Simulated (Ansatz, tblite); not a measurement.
Adding an electron: the cluster GeS₂⁺. The state is a doublet with charge 1. Geometry: r2SCAN-D4/def2-TZVP. Ansatz, gas phase; energy differences of separate SCF runs; the reduced species is a singlet (the triplet lies 1.09 eV higher at PBE0-D4/def2-TZVP).

```xyz
3

Ge    1.350   -0.276   -0.043
S    -0.479    1.116   -0.115
S    -0.871   -0.840    0.158
```

The xTB rows come from tblite. The structure comes from a short search, and lower isomers may exist.

Question: Estimate orbital energies and vertical electron affinities at: GFN1-xTB; GFN2-xTB; PBE-D4/def2-TZVP; r2SCAN-D4/def2-TZVP; PBE0-D4/def2-TZVP.

Answer: 
```
              level  −HOMO (eV)  −LUMO (eV)  vertical EA (eV)  HOMO–LUMO gap (eV)
           GFN1-xTB           –           –             13.12                   –
           GFN2-xTB           –           –             12.97                   –
   PBE-D4/def2-TZVP       12.05       10.92              7.81                1.13
r2SCAN-D4/def2-TZVP       12.45       10.77              7.87                1.68
  PBE0-D4/def2-TZVP       13.34        9.95              7.88                3.39
```

  HOMO and LUMO are the levels of the spin that leaves or enters (xTB has no such levels and no spin-polarisation term). Other spin states of the ions may lie lower, which would lower the ionisation energy or raise the affinity. Raw xTB energy differences between charge states are shifted by several eV; the methods need an empirical correction for them.
